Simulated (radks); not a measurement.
Results of a calculation; reference values are marked as such.
Initial-state core-level shifts of neutral iridium when its valence configuration changes from [Xe] 4f14 5d7 6s2. Code: a radial shooting solver on a logarithmic mesh with Libxc functionals. Model: scalar-relativistic Kohn-Sham, BLYP, spin-polarised, spherical densities, point nucleus; open shells are filled with parallel spins first (spin-orbit coupling, left out, can overturn this in heavy ions). Shifts are changes of the shell-averaged eigenvalues in eV (positive: less bound).

valence                    2s       3s       4d       5s
4f13 5d7 6s2 6p1      -17.280  -19.016  -16.157   -8.792
4f13 5d5 6s2 6p3      -27.244  -28.844  -25.890  -17.896
4f14 5d9               +4.692   +4.651   +4.651   +4.498
4f14 5d7.5 6s1.5       +1.344   +1.330   +1.327   +1.275
4f13 5d8 6s2          -12.324  -14.095  -11.258   -4.070
4f13 5d7.5 6s1.5 6p1  -15.628  -17.389  -14.544   -7.279
4f14 5d8 6s1           +2.606   +2.581   +2.578   +2.483
4f14 5d7 6s1 6p1       -1.637   -1.646   -1.650   -1.653
4f12 5d9 6s2          -25.159  -28.817  -22.763   -8.041
